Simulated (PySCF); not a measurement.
Species: C8H10FP.
Atom-mapped SMILES: `[CH3:1][CH2:2][PH:3][c:4]1[cH:5][cH:6][cH:7][c:8]([F:9])[cH:10]1`

NICS = −σ at a ghost point: NICS(0) at the centroid of the ring atoms, NICS(1) 1 Å to either side along the normal of their mean plane, zz for the tensor component along that normal. Level: GIAO PBE0/pcSseg-1 (PySCF, non-relativistic, gas phase) on the GFN2-xTB geometry, one conformer.

Ring bond lengths (Å), with Mayer bond orders in brackets: C4–C5 1.393 (1.40), C5–C6 1.382 (1.46), C6–C7 1.385 (1.40), C7–C8 1.383 (1.43), C8–C10 1.382 (1.43), C10–C4 1.389 (1.38).

Problem. Give the NICS values of each ring in ppm.

Solution. 
```json
{"ring": "C4–C5–C6–C7–C8–C10", "type": "6-membered carbocycle; formal bonds all aromatic", "NICS(0)": "-9.4", "NICS(1), two faces": "-10.8 / -10.8", "NICS(1)zz, two faces": "-27.1 / -26.6", "rms pucker (Å)": "0.01", "centre to ring atoms, mean (Å)": "1.39"}
```

Problem. What do they say, and how far can they be read as aromaticity?

Solution. 
- C4–C5–C6–C7–C8–C10: mean NICS(1)zz -26.9 ppm, shielded, aromatic by this magnetic criterion (flat ring, no four-coordinate atom).

Problem. And the bond-length index? HOMA = 1 − mean of α(R − Ropt)² over the ring bonds, with Krygowski's 1993 parameters (CC: Ropt 1.388 Å, α 257.7 Å⁻²).

Solution. 
- C4–C5–C6–C7–C8–C10: HOMA 0.99 = 1 − EN − GEO, with mean bond length 1.386 Å, EN = α(Ropt − mean)² = 0.002 and GEO = α × variance = 0.004. The geometric and the magnetic index point the same way.

Problem. What is the mean of the two in-plane components of NICS at the first NICS(1) probe listed for ring C4–C5–C6–C7–C8–C10, 1 Å off the ring?

Solution. The isotropic value is a third of the trace: (3 × -10.8 − (-27.1))/2 = -2.7 ppm.

Problem. List the ring angles and the Hirshfeld charges of the ring atoms.

Solution. 
- C4–C5–C6–C7–C8–C10: C4 119.3° (-0.041 e), C5 120.8° (-0.058 e), C6 120.3° (-0.040 e), C7 118.4° (-0.068 e), C8 122.3° (+0.090 e), C10 119.0° (-0.068 e); sum 720.0° against 720° for a flat convex ring.

Shape of the structure used: `[CH3:1][CH2:2][PH:3][c:4]1[cH:5][cH:6][cH:7][c:8]([F:9])[cH:10]1`: C1–C2–P3–C4 -52°, C2–P3–C4–C5 -72°.
